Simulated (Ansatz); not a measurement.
`C=C(C)[SiH3]` + `[NH2][Al]([F])[Cl]` → `C[NH][Al]([F])[Cl]` + `C=C[SiH3]` at 400 K and 1 bar (substitution at a C–C bond).

Calculated with Ansatz (gas phase, PBE0-D4/def2-TZVP geometries, no zero-point term in ΔE). CCSD(T)/CBS is the MP2 limit (def2-TZVPP, def2-QZVPP) plus CCSD(T) − MP2 in def2-TZVPP, frozen cores. One conformer a species, not always the lowest.

| species | CCSD(T)/CBS energy (Eh) | H − E (kJ/mol) | S (J/(mol·K)) |
| --- | --- | --- | --- |
| `C=C(C)[SiH3]` | -408.02495 | 279.4 | 351.5 |
| `[NH2][Al]([F])[Cl]` | -857.68991 | 105.1 | 342.4 |
| `C[NH][Al]([F])[Cl]` | -896.93383 | 186.6 | 383.4 |
| `C=C[SiH3]` | -368.76077 | 199.4 | 311.5 |

H − E and S are ideal-gas, rigid-rotor, harmonic terms from PBE0-D4/def2-TZVP, for one conformer and one mirror image of each species. 1 Eh = 2625.50 kJ/mol, R = 8.31446 J/(mol·K).

Question: By hand: ΔE, ΔH, ΔS and ΔG.

Answer: ΔE = (-896.93383) + (-368.76077) − (-408.02495) − (-857.68991) = 0.02026 Eh = 53.2 kJ/mol. Δ(H − E) = 186.6 + 199.4 − 279.4 − 105.1 = 1.5, so ΔH = 54.7 kJ/mol. ΔS = 383.4 + 311.5 − 351.5 − 342.4 = 1.0 J/(mol·K). ΔG = 54.7 − 400 × (1.0)/1000 = 54.3 kJ/mol.

Question: By hand: the equilibrium constant, and the temperature at which ΔG would vanish if ΔH and ΔS stayed fixed.

Answer: log₁₀ K = −ΔG/(RT ln 10) = -7.1. ΔG = 0 at ΔH/ΔS = 54700 K, far beyond where these terms or the molecules hold.

The number of gas molecules stays the same, so ΔS is small and ΔH decides. A doubt of 5 kJ/mol in ΔE shifts log₁₀ K by 0.7 here. Other conformers and mirror images would add mixing entropy, several J/(mol·K) or more a flexible species. These are equilibria of isolated gas molecules and say nothing of rates. Largest T1 diagnostic: 0.011 (customary marks: 0.02 for closed shells, 0.045 for open ones).
